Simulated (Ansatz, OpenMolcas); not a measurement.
From OpenMolcas to Ansatz

OpenMolcas 26.06 runs this on doublet [SiBrCl3]+:

calc.input:
```
>>> EXPORT MOLCAS_PRINT=2

&gateway
  baslib = $CurrDir
  coord
  5
  angstrom
  Cl      -0.852900      -0.217700       1.821600
  Si       0.003400      -0.042600      -0.003200
  Cl       1.690500      -1.158200      -0.059200
  Cl      -1.285700      -0.709700      -1.412800
  Br       0.494400       2.054400      -0.387900
  basis = cc-pVDZ
  group = NoSym

&seward
  gridinput
  Grid=UltraFine
  End of Grid

&scf
  uhf
  charge = 1
  spin = 2
  ksdft = BLYP
  thresholds = 1e-10 1e-07 1e-07 1e-05
  prorbitals = 1 2
```

```bash
$ export MOLCAS_MEM=1860
$ pymolcas calc.input > calc.log
```

(Basis files named in the input come from the Basis Set Exchange and aren't shown.)

The coordinates come from a PBE0-D4/def2-TZVP relaxation. That shape belongs to the parent species and isn't relaxed for this state.

It gives a total energy of -4244.044671 Eh.

Question: How is this level of theory, on these atoms, set up in Ansatz 0.2.0 as an input file of the program's own?

Answer: This input was run:

run.yaml:
```yaml
crystal:
  periodic: [false, false, false]
  atoms:
    - symbol: Cl
      position_ang: [-0.852900, -0.217700, 1.821600]
    - symbol: Si
      position_ang: [0.003400, -0.042600, -0.003200]
    - symbol: Cl
      position_ang: [1.690500, -1.158200, -0.059200]
    - symbol: Cl
      position_ang: [-1.285700, -0.709700, -1.412800]
    - symbol: Br
      position_ang: [0.494400, 2.054400, -0.387900]
basis:
  gaussian:
    orbitals: cc-pVDZ
total_charge: 1
output: {orbitals: {seedname: orbitals}}
magnetization:
  spin_polarized: true
  initial_magnetization: 1
hamiltonian:
  xc: {name: BLYP}
accuracy: high
```

```bash
$ ansatz run run.yaml --threads 1 --pin off --max-ram 3480MiB --events-out events.jsonl --progress --plain --runs-dir runs
```

Its energy is -4244.044680 Eh, 0.009 mEh from the first.
